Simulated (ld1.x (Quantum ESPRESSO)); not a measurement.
## Cutoff test, zirconium, PAW

```
Element                 : zirconium (Zr)
Generator               : ld1.x (Quantum ESPRESSO) 7.5
Type                    : PAW
Functional              : PBE
Relativity              : scalar-relativistic
Frozen core             : [Kr]
Valence charge          : 4
Reference configuration : 4d2 5s1.5 5p0 (charge +0.5)
Partial waves           : 5s (bound): rcut 2.40, rcutus 3.30 bohr; 5s channel at 0.95 Ry: rcut 2.40, rcutus 3.30 bohr; 5p (bound, empty): rcut 3.65, rcutus 3.85 bohr; 5p channel at 1.25 Ry: rcut 3.65, rcutus 3.85 bohr; 4d (bound): rcut 2.40, rcutus 2.95 bohr; 4d channel at -0.15 Ry: rcut 2.40, rcutus 2.95 bohr
Local potential         : all-electron potential smoothed inside 3.35 bohr (lloc = -1)
Core correction         : a·sin(br)/r model core, default radius (ld1.x builds one for every PAW set, though the input has nlcc=.false.)
Augmentation charge     : BG, radius 1.80 bohr
```

The pseudo-atom Hamiltonian at the reference potential is diagonalised in spherical Bessel functions j_l(qr) that vanish at 20 bohr, with q² up to the cutoff. All-electron valence levels (Ry): 5s -0.5227, 5p -0.2773, 4d -0.4896.

Problem. How do the lowest levels (Ry) of each channel move with the cutoff, and are there ghosts?

Solution.

```json
{"cutoff (Ry)": "8", "s #1": "-0.5227", "p #1": "-0.2773", "d #1": "-0.4789", "f #1": "0.0213", "Σ f·Δε (mRy)": "21.4"}
{"cutoff (Ry)": "10", "s #1": "-0.5227", "p #1": "-0.2773", "d #1": "-0.4880", "f #1": "0.0213", "Σ f·Δε (mRy)": "3.3"}
{"cutoff (Ry)": "12", "s #1": "-0.5227", "p #1": "-0.2773", "d #1": "-0.4893", "f #1": "0.0213", "Σ f·Δε (mRy)": "0.5"}
{"cutoff (Ry)": "15", "s #1": "-0.5227", "p #1": "-0.2773", "d #1": "-0.4894", "f #1": "0.0213", "Σ f·Δε (mRy)": "0.5"}
{"cutoff (Ry)": "18", "s #1": "-0.5227", "p #1": "-0.2773", "d #1": "-0.4895", "f #1": "0.0213", "Σ f·Δε (mRy)": "0.1"}
{"cutoff (Ry)": "400", "s #1": "-0.5227", "p #1": "-0.2773", "d #1": "-0.4896", "f #1": "0.0213", "Σ f·Δε (mRy)": "0.0"}
```

Result: no extra level below or beside the all-electron valence levels (s, p, d, f tested); 10 mRy is reached at 10 Ry and 1 mRy at 12 Ry.

Test run stopped at test 4 of 7 (negative rho).
